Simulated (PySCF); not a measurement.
# Structure elucidation problem

Molecular formula: C6H9ClSi. Simulated spectra:

1H NMR (300 MHz, computed): δ 6.08 (m, 1H), 5.42 (m, 1H), 5.39 (m, 1H), 4.41 (t, 2H), 3.14 (d, 2H), 3.10 (t, 2H).

13C{1H} NMR (computed): δ 141.8 (CH), 124.1 (CH2), 116.5 (C), 82.6 (C), 31.4 (CH2), 29.5 (CH2).

Theory: σ from GIAO-PBE0/pcSseg-1, geometry: GFN2-xTB, in PySCF (gas phase, relativity neglected, one averaged value for each set of equivalent atoms, a single conformation).

References, each an isolated molecule treated in the same way: TMS for 1H (σref 31.72) and 13C (σref 186.93).

**Question.** Choose the structure that fits.
A. C=C1[SiH2][C@H](Cl)/C1=C\C
B. C#CC/C(Cl)=C(/C)[SiH3]
C. C=CCC#C[SiH2]CCl
D. CC#C[Si@@H](Cl)C1CC1

**Answer.** C. 

The formula gives 3 degrees of unsaturation (no ring in the answer). 6 carbon signals for 6 carbons: no two carbons are equivalent. Carbon types of the structure: 2 × C, 1 × CH, 3 × CH2, leaving 2 H on heteroatoms. δC 141.8: alkene CH; the olefinic region. δC 124.1: terminal =CH2 carbon; as expected for a trigonal carbon in a double bond. δC 116.5, 82.6: alkyne carbon. δC 31.4: sp3 CH2 bonded to Cl and Si; the inductive effect lowers its shielding. δH 3.14: hydrogen on an allylic sp3 CH2; allylic position.

The others: C=C1[SiH2][C@H](Cl)/C1=C\C would give 7 signals for carbon-bound and other non-exchanging H, not 6; CC#C[Si@@H](Cl)C1CC1 would give 7 signals for carbon-bound and other non-exchanging H, not 6; C#CC/C(Cl)=C(/C)[SiH3] would give 4 signals for carbon-bound and other non-exchanging H, not 6.

Carbons that carry Cl, above all several Cl atoms, come out too deshielded, partly because spin–orbit coupling is missing. Shifts are as computed. Against solution values, carbons near 30 ppm lie about +3 ppm off and those near 130 ppm about +5 ppm; carbons on Cl a further +6 ppm. Of 1309 compounds with measured shifts, 239 miss one by over three times the rms of a fit or turn the order of signals round; such compounds aren't used in these exercises. No couplings were computed; multiplicities are counted from neighbouring protons, with m where these are inequivalent, close in shift, in a saturated or five-membered ring or joined by F or P, and br s for small geminal =CH2 splittings.
